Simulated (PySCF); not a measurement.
Simulation results for BClHOSi

All values are calculated (PySCF 2.14.0). Calculation on a computer-drawn molecule: the log of a Hartree-Fock and frozen-core CCSD(T) single point meant for a local Hartree-Fock minimum, with one planted fault or none, to be diagnosed. Offsets are logged minus clean, where the clean run is the same molecule without the fault. The reference is restricted for singlets and unrestricted otherwise, and also for a bond in bohr or an excited solution. Adding or removing an electron swaps singlet and doublet. The excited solution moves the top pair (singlet) or top alpha electron (doublet) to the lowest empty orbital. Highest occupied and lowest empty are orbital energies over both spins, largest force is the largest gradient component, triples share is (T) over the correlation energy, the T1 limit is 0.02 restricted and 0.045 unrestricted, electrons count all cores, a negative frequency is imaginary (commonest isotopes), and the dipole is about the centre of nuclear charge.

```xyz
5
formula=BClHOSi meant_charge=0 meant_multiplicity=2 meant_basis=cc-pV(D+d)Z logged_electrons=45 logged_basis_functions=79 logged_SCF_converged=yes logged_spin_squared=0.7565 logged_highest_occupied=-9.6386 logged_lowest_empty=0.52664 logged_largest_force=0.16791 logged_T1_diagnostic=0.016435 logged_D1_diagnostic=0.052232 logged_triples_share=0.028596 logged_CC_converged=yes logged_dipole_magnitude=2.6849 logged_SCF_stable_within_its_kind=yes logged_energy_HF=-848.60233 logged_energy_CCSD(T)=-849.10976 possible_faults=no_fault,one_electron_removed,one_electron_added,multiplicity_raised_by_two,geometry_at_a_saddle_point,SCF_held_on_an_excited_solution,minimal_basis_STO-3G,one_bond_length_entered_in_bohr,all_coordinates_scaled planted_fault=all_coordinates_scaled,by_-7.1_% HF_energy_offset_from_clean_run=23.78 CCSD(T)_energy_offset_from_clean_run=29.63
O     -0.8155    -1.3430     3.0329
B     -1.1853    -0.5159     2.4071
Si    -1.9042     0.8603     1.3722
Cl    -1.1122     0.8293    -0.3711
H     -1.6880     2.0786     1.9559
```

Units: logged_highest_occupied, logged_lowest_empty in eV; logged_largest_force in hartree/bohr; logged_dipole_magnitude in debye; logged_energy_HF, logged_energy_CCSD(T) in hartree; HF_energy_offset_from_clean_run, CCSD(T)_energy_offset_from_clean_run in kcal/mol.

Drawn bonds:
```tsv
atom	other atom	order
1	2	2
2	3	1
3	4	1
3	5	1
```
